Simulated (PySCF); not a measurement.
(E)-1-chloro-2-fluoroprop-1-ene (C₃H₄ClF), SMILES C/C(=C\Cl)F.

Geometry optimised at PBE-D3(BJ)/def2-SVP.

Method: TDDFT-PBE/def2-SVPD (PySCF).

Vertical excitations. Gas-phase values at a fixed geometry. State labels are in the subgroup Cs.

Computed UV-visible absorptions:
```json
[
 {"state": "S1", "symmetry": "A\"", "energy (eV)": "5.63", "λ (nm)": "220", "f": "0.002", "main pairs": "HOMO→LUMO+1 100 %"},
 {"state": "S2", "symmetry": "A\"", "energy (eV)": "6.07", "λ (nm)": "204", "f": "0.003", "main pairs": "HOMO→LUMO+2 100 %"},
 {"state": "S3", "symmetry": "A'", "energy (eV)": "6.21", "λ (nm)": "200", "f": "0.282", "main pairs": "HOMO→LUMO 91 %"},
 {"state": "S4", "symmetry": "A\"", "energy (eV)": "6.61", "λ (nm)": "188", "f": "0.000", "main pairs": "HOMO−1→LUMO 99 %"},
 {"state": "S5", "symmetry": "A\"", "energy (eV)": "6.73", "λ (nm)": "184", "f": "0.001", "main pairs": "HOMO→LUMO+3 99 %"},
 {"state": "S6", "symmetry": "A\"", "energy (eV)": "7.29", "λ (nm)": "170", "f": "0.000", "main pairs": "HOMO→LUMO+4 100 %"},
 {"state": "S7", "symmetry": "A'", "energy (eV)": "7.43", "λ (nm)": "167", "f": "0.005", "main pairs": "HOMO−1→LUMO+1 98 %"},
 {"state": "S8", "symmetry": "A\"", "energy (eV)": "7.57", "λ (nm)": "164", "f": "0.005", "main pairs": "HOMO→LUMO+5 99 %"},
 {"state": "S9", "symmetry": "A'", "energy (eV)": "7.63", "λ (nm)": "162", "f": "0.016", "main pairs": "HOMO→LUMO+6 97 %"},
 {"state": "S10", "symmetry": "A'", "energy (eV)": "7.83", "λ (nm)": "158", "f": "0.019", "main pairs": "HOMO−1→LUMO+2 99 %"},
 {"state": "T1", "symmetry": "A'", "energy (eV)": "3.99", "λ (nm)": "311", "f": "0", "main pairs": "HOMO→LUMO 98 %"},
 {"state": "T2", "symmetry": "A\"", "energy (eV)": "5.10", "λ (nm)": "243", "f": "0", "main pairs": "HOMO→LUMO+1 100 %"},
 {"state": "T3", "symmetry": "A\"", "energy (eV)": "5.99", "λ (nm)": "207", "f": "0", "main pairs": "HOMO→LUMO+2 100 %"},
 {"state": "T4", "symmetry": "A\"", "energy (eV)": "6.47", "λ (nm)": "192", "f": "0", "main pairs": "HOMO−1→LUMO 99 %"}
]
```
Triplets are in the Tamm–Dancoff approximation, which puts them higher than full response would, so one can lie above its singlet here.
